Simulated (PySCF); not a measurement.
# Assignment exercise: C5H4FO3P

Mapped SMILES: `[CH3:1][O:2][C:3](=[O:4])[c:5]1[o:6][cH:7][p:8][c:9]1[F:10]` (H(Xn): hydrogen on atom n).

PySCF calculation with GIAO PBE0/pcSseg-1 shieldings and coordinates at the GFN2-xTB level; fast rotation and ring inversion assumed for equivalent nuclei, no solvent model, no relativistic terms, one computed conformer.

References, each an isolated molecule treated in the same way: TMS for $^{13}$C and $^{1}$H.

Q: Assign these signals to the numbered atoms. $^{13}$C{$^{1}$H} NMR (computed): δ 194.5 (C), 188.8 (CH), 163.4 (C), 145.9 (C), 51.7 (CH3).

A: 
| δ (ppm) | atoms | environment | reason |
| --- | --- | --- | --- |
| 194.5 | C9 | aromatic carbon bearing fluorine | σ withdrawal by the attached heteroatom moves it downfield of the ring CH carbons |
| 188.8 | C7 | aromatic CH next to the ring oxygen | – |
| 163.4 | C3 | ester carbonyl carbon | lone-pair donation from the attached heteroatom keeps it upfield of a ketone carbonyl |
| 145.9 | C5 | substituted aromatic carbon next to the ring oxygen | – |
| 51.7 | C1 | methyl carbon bonded to O | deshielded by the electronegative neighbour |

Q: Assign these signals to the numbered atoms. $^{1}$H NMR (400 MHz, computed): δ 8.83 (m, 1H), 4.26 (s, 3H).

A: 
| δ (ppm) | atoms | environment | reason |
| --- | --- | --- | --- |
| 8.83 | H(C7) | hydrogen on an aromatic CH next to the ring oxygen | it sits in the deshielding region of the aromatic ring current |
| 4.26 | H(C1) | hydrogen on a methyl carbon bonded to O | its carbon carries O, an electronegative neighbour |

Splittings by $^{19}$F and $^{31}$P in the carbon and heteronuclear signals aren't shown, as no couplings were computed. Shifts are as computed. Against solution values, carbons near 30 ppm lie about +3 ppm off and those near 130 ppm about +5 ppm. Of 1211 compounds with measured shifts, 218 miss one by over three times the rms of a fit or turn the order of signals round; such compounds aren't used in these exercises. Multiplicities follow the n + 1 count of equivalent neighbours, as no J values were calculated; m marks all less simple cases, F and P coupling included.
